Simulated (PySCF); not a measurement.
Compound: C7H9 (charge +1).
SMILES with atom numbers: `[CH2:1]=[CH:2][CH+:3][CH2:4][C:5]#[C:6][CH3:7]` (hydrogens: H8, H9 on C1; H10 on C2; H11 on C3; H12, H13 on C4; H14, H15, H16 on C7)

Cartesian coordinates in Å at the GFN2-xTB level; atoms count from 1:
```xyz
16
C7H9 angstrom
C     -1.7927    1.0137   -0.1026
C     -2.2806   -0.2538   -0.0865
C     -1.5160   -1.4139    0.0960
C     -0.0929   -1.5701    0.3038
C      0.8176   -0.4596    0.3473
C      1.6817    0.3835    0.4017
C      2.6737    1.4113    0.4611
H     -0.7435    1.2250    0.0274
H     -2.4546    1.8527   -0.2487
H     -3.3452   -0.4013   -0.2224
H     -2.0637   -2.3506    0.0853
H      0.2682   -2.2963   -0.4484
H      0.0289   -2.1632    1.2302
H      2.2601    2.3211    0.8953
H      3.0326    1.6348   -0.5448
H      3.5186    1.0757    1.0614
```

PySCF, density fitting, gas phase, GFN2-xTB geometry. The standard run uses grid level 2 after a coarse-grid start, the def2-universal JK fitting basis (with tight functions added where the orbital basis needs them), an energy threshold of 1e-9 Eh and DIIS. The changed runs have no coarse-grid stage.

Q: Standard PBE0/def2-SVPD: E = -271.243963 Eh, HOMO -11.866 eV, LUMO -8.956 eV, 15 cycles (coarse-grid cycles included). What changes at PBE0/def2-SVPD with: energy threshold 1e-07 Eh?

A: E = -271.243963 Eh (0.000 mEh), HOMO -11.866 eV (0.000), LUMO -8.955 eV (+0.001), 10 SCF cycles. The result matches the standard run within 0.02 mEh and 0.003 eV; such settings steer the iterations and don't enter the energy expression.

The cycles:
```
cycle   1  E = -271.2027114538  dE =  1.123e+00  |g| = 3.667e-01  |ddm| = 1.044e+01
cycle   2  E = -270.9134240775  dE =  2.893e-01  |g| = 9.713e-01  |ddm| = 3.471e+00
cycle   3  E = -271.2377291346  dE = -3.243e-01  |g| = 1.357e-01  |ddm| = 1.796e+00
cycle   4  E = -271.2425826999  dE = -4.854e-03  |g| = 6.933e-02  |ddm| = 4.711e-01
cycle   5  E = -271.2437558407  dE = -1.173e-03  |g| = 2.602e-02  |ddm| = 2.241e-01
cycle   6  E = -271.2439346564  dE = -1.788e-04  |g| = 9.914e-03  |ddm| = 7.676e-02
cycle   7  E = -271.2439614173  dE = -2.676e-05  |g| = 2.221e-03  |ddm| = 3.211e-02
cycle   8  E = -271.2439623908  dE = -9.736e-07  |g| = 1.082e-03  |ddm| = 6.188e-03
cycle   9  E = -271.2439626592  dE = -2.684e-07  |g| = 4.718e-04  |ddm| = 2.103e-03
cycle  10  E = -271.2439627164  dE = -5.716e-08  |g| = 1.319e-04  |ddm| = 1.438e-03
```
